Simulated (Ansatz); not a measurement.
Job for Ansatz (a program for electronic structure): R-RI-MP2/aug-cc-pVTZ on C2H6Ge (a complex). Files ending in .json are basis or fitting sets from the Basis Set Exchange. The run froze 16 orbitals, filled d shells among them.

Ansatz 0.2 input:
```yaml
crystal:
  periodic: [false, false, false]
  atoms:
    - {symbol: C, position_ang: [0.60878869, 0.32711738, -0.00530544]}
    - {symbol: C, position_ang: [-0.56063943, 0.07344282, -0.02098709]}
    - {symbol: H, position_ang: [1.64718112, 0.55186810, 0.01357255]}
    - {symbol: H, position_ang: [-1.59899138, -0.15205459, -0.03260470]}
    - {symbol: Ge, position_ang: [-0.02006043, -0.15959238, 3.70481969]}
    - {symbol: H, position_ang: [-0.95539502, 0.99123491, 3.31036906]}
    - {symbol: H, position_ang: [1.40590568, 0.14446179, 3.22442858]}
    - {symbol: H, position_ang: [-0.51050886, -1.46905570, 3.07253046]}
    - {symbol: H, position_ang: [-0.01627015, -0.30704963, 5.23644882]}
basis:
  gaussian:
    orbitals: aug-cc-pVTZ
    fitting: {mean_field: def2-universal-JKFIT, correlation: aug-cc-pVTZ-RIFIT.json}
magnetization: {spin_polarized: false}
correlation: {method: mp2, electrons: outside_noble_gas}
scf: {lower_state_search: off}
```

The log:

```
WARN ansatz: RAYON_NUM_THREADS=1 ignored (pool sized by the plan → 1); use --threads N
Functional definition: HF
these checks for a lower state are left out or cut short: stability, starts, cluster_reference, orbital_swaps, neighbouring_geometries, increment
integrals: 0.36 GiB planned
524 factors; integrals over basis functions are off by at most 1.1e0 eV
mean field: 0.58 GiB planned
mean field evaluation 1: about -58626.5516 eV, gradient 2.7e1 eV
mean field evaluation 2: about -58628.5361 eV, gradient 8.8e0 eV
mean field evaluation 4: about -58628.7781 eV, gradient 2.5e-1 eV
mean field -58628.77865348 eV, -2154.5678755020 hartree, gradient 1.2e-6 eV, S^2 0.000000; 0 other end points of the search recorded, 0 dependent functions left out
16 core orbitals not correlated
679 factors; their error is unknown
reference -58628.77865348 eV, -2154.5678755020 hartree; 9, 9 occupied and 264, 264 virtual orbitals, 679 factors
second order -12.43947461 eV of doubles, -0.00000000 eV of singles
Total energy: -58641.21812810 eV, -2155.0250177623 hartree
Checks for a lower state left out: stability, starts, cluster_reference, orbital_swaps, neighbouring_geometries, increment
```

Self-consistency was reached.

Cost: about 4 core-seconds (a rough figure).
